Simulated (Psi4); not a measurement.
C2H3O, charge -1, singlet, geometry from GFN2-xTB (a gas-phase anion, which may not be bound at this level). Base run: TPSS/def2-SV(P) in Psi4 1.11.

Here is a job for Psi4.
```
memory 2 GB

molecule {
-1 1
C     0.12758253    0.83909514   -0.40587053
O     0.01305692   -0.00449006    0.83668314
C     0.01266963   -0.63253186   -0.40519283
H    -0.93552180    1.24899715   -0.58229583
H    -0.91341079   -1.19766682   -0.63989719
H     0.90296421   -1.25478943   -0.60489199
}

set {
  basis def2-sv(p)
}

energy('tpss')
print_variables()
```

Variants of this job, named by their change:

| change | ΔE vs base (µEh) | SCF cycles | grid points | basis functions |
|---|---|---|---|---|
| base | 0.0 | 10 | 129941 | 48 |
| dft_radial_points = 35 | 293 | 10 | 61738 | 48 |
| dft_radial_points = 50 | -0.5 | 10 | 87969 | 48 |
| scf_type = disk_df | 0.0 | 10 | 129941 | 48 |
| level_shift = 1.0 | 0.0 | 9 | 129941 | 48 |
| dft_nuclear_scheme = stratmann | -0.9 | 10 | 119874 | 48 |
| guess = modhuckel | 0.0 | 10 | 129941 | 48 |
| scf_type = cd | -352 | 10 | 129941 | 48 |
| dft_nuclear_scheme = becke | -1.9 | 10 | 129393 | 48 |
| dft_basis_tolerance = 1e-8 | 0.0 | 10 | 128416 | 48 |
| dft_spherical_points = 194 | 21.4 | 10 | 83531 | 48 |
| guess = gwh | 0.0 | 11 | 129941 | 48 |
| cholesky_tolerance = 1e-3 (with scf_type cd) | -4142 | 10 | 129941 | 48 |

A gas-phase anion may not be bound at this level; its values then depend on the basis.
